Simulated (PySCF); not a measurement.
Which level of theory gave which numbers?

C₃H₅F₃Si.
SMILES: `FC(F)[C@@]1(F)C[SiH2]1`

The closed-shell ground state was solved 7 times with PySCF (density fitting, gas phase), always in the def2-SVPD basis (193 functions), with these functionals: B3LYP, BHandHLYP, HF, LC-wPBE, PBE, PBE0 and wB97X-D. The structure is a single PBE0-D3(BJ)/def2-SVP conformer in the gas phase; no vibrational or solvent corrections.

```
row  total energy (Eh)  HOMO (eV)  LUMO (eV)  dipole (D)
  P          -705.3390      -6.27      -1.09        1.99
  Q          -705.3758      -7.46      -0.30        2.11
  R          -705.7900      -9.31       1.38        2.13
  S          -705.9356      -7.28      -0.55        2.13
  T          -703.3093     -10.23       2.24        2.34
  U          -705.5969     -10.10       1.69        2.17
  V          -705.7260      -8.58       0.44        2.26
```

Which functional belongs to which row?

P = PBE, Q = PBE0, R = wB97X-D, S = B3LYP, T = HF, U = LC-wPBE, V = BHandHLYP. By rising HOMO–LUMO gap: PBE (GGA) 5.18 eV; B3LYP (global hybrid, 20 % exact exchange) 6.73 eV; PBE0 (global hybrid, 25 % exact exchange) 7.16 eV; BHandHLYP (global hybrid, 50 % exact exchange) 9.02 eV; wB97X-D (range-separated hybrid) 10.69 eV; LC-wPBE (range-separated hybrid) 11.79 eV; HF (all exact exchange) 12.47 eV. Total energies of different functionals aren't bounds to one another; each is stationary for its own functional.

Conformer computed: `[F:1][CH:2]([F:3])[C@@:4]1([F:5])[CH2:6][SiH2:7]1`: F1–C2–C4–F5 67°.

The pairwise dispersion term of wB97X-D wasn't added to the energies; at a given geometry it leaves orbitals and properties as they are.
